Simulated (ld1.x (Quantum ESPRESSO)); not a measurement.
**W (Z = 74): what ld1.x (Quantum ESPRESSO) 7.5 does with a changed input**

Command:

```bash
ld1.x < W.in > W.out
```

Input:

```
&input
   title='W', zed=74., rel=1, dft='PW91', iswitch=3,
   config='[Xe] 4f14 5d4 6s1.5 6p0',
   nld=3, rlderiv=2.75, eminld=-5.0, emaxld=5.0, deld=0.02
 /
 &inputp
   pseudotype=2, tm=.true., lloc=-1, rcloc=1.90,
   nlcc=.true.,
   file_pseudopw='W.UPF', file_wfcaegen='ae.wfc', file_wfcncgen='nc.wfc', file_beta='beta', file_chi='chi'
 /
3
8S  1  0   1.50   0.00  2.55  2.55  0.0
5P  2  1   6.00   0.00  2.15  2.15  0.0
5D  3  2   4.00   0.00  2.05  2.05  0.0
 &test
   configts(1)='5p6 5d4 6s1.5 6p0'
 /
```

This is an input that runs to its end, with one change: label 6S replaced by a shell that config does not hold. The unchanged file is no sound one. Note: ghost state, extra bound levels that the all-electron valence spectrum of the same l lacks: s at -57.0 eV. A true bound ghost makes a file unfit for plane-wave use.

Problem. How does the run end?

Solution. The program refuses the input: "ld1_setup: no all electron for this ps".

```
Program LD1 v.7.5

 %%%%%%%%%%%%%%%%%%%%%%%%%%%%%%%%%%%%%%%%%%%%%%%%%%%%%%%%%%%%%%%%%%%%%%%%%%%%%%
     Error in routine ld1_setup (1):
     no all electron for this ps
 %%%%%%%%%%%%%%%%%%%%%%%%%%%%%%%%%%%%%%%%%%%%%%%%%%%%%%%%%%%%%%%%%%%%%%%%%%%%%%

     stopping ...
```
